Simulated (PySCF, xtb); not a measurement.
Si(H)(F)(OH)(NH2) (FH₄NOSi), SMILES N[SiH](O)F. The values are those of a single conformer.

Harmonic wavenumbers (cm⁻¹) from GFN2-xTB (xtb 6.7.1) at its own minimum, in rising order: 105, 202, 217, 284, 309, 463, 639, 709, 763, 780, 825, 897, 979, 1509, 2394, 3490, 3538, 3678.

Task: What does ωB97X-D3(BJ)/def2-SVP (PySCF) give at its own minimum? (An estimate is asked for; the answer gives what the named calculation found.)

Result: 191, 238, 259, 311, 364, 380, 722, 808, 827, 859, 908, 956, 1009, 1539, 2318, 3642, 3745, 3939. Paired by order, the mean absolute difference is 86 cm⁻¹ and the zero-point energies are 31.1 and 32.9 kcal/mol.
